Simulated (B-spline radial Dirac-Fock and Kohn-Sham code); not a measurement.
## Width and fluorescence yield of the M5 (3d5/2) hole, I to Sm

Level of theory: independent-particle rates on relativistic LDA orbitals of the hole state (multipoles up to L = 3, Coulomb Auger matrix elements, transition energies from Dirac-Fock); a radial B-spline solver. Free neutral atoms. Recommended widths: Campbell and Papp (2001); yields: xraylib tables.

```
 Z  element  Γ (eV)  recommended Γ         ω  Coster-Kronig yield
53        I   0.613          0.560  0.000352                0.000
54       Xe   0.649          0.600  0.000387                0.000
55       Cs   0.685          0.630  0.000422                0.000
56       Ba   0.719          0.670  0.000460                0.000
57       La       ?              ?         ?                    ?
58       Ce   0.784          0.720   0.00109                0.000
59       Pr   0.808          0.750   0.00224                0.000
60       Nd   0.845          0.780   0.00303                0.000
61       Pm   0.886          0.820   0.00392                0.000
62       Sm   0.933          0.860   0.00488                0.000
```

Question: What does the model give for La?

Answer: Γ = 0.757 eV, ω = 0.000496, Coster-Kronig yield 0.000; the recommended width is 0.700 eV.

Values without a named source are computed, but for edge energies of neutral atoms, which are taken from tables.
